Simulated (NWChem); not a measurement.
System: ZrH$_{2}$F$_{2}$; SMILES [F][ZrH2][F]

All runs: NWChem. The level has its own optimisation; frequencies are unscaled.

Task: What does the run give for Hartree-Fock/STO-3G (all-electron, non-relativistic)? Quantities: r F–Zr (Å); r H–Zr (Å); highest harmonic frequency (cm⁻¹); lowest (cm⁻¹); zero-point energy (kcal/mol).

Result: 
* **r F–Zr (Å)**: 1.878
* **r H–Zr (Å)**: 1.822
* **highest harmonic frequency (cm⁻¹)**: 2366
* **lowest (cm⁻¹)**: 168
* **zero-point energy (kcal/mol)**: 13.0
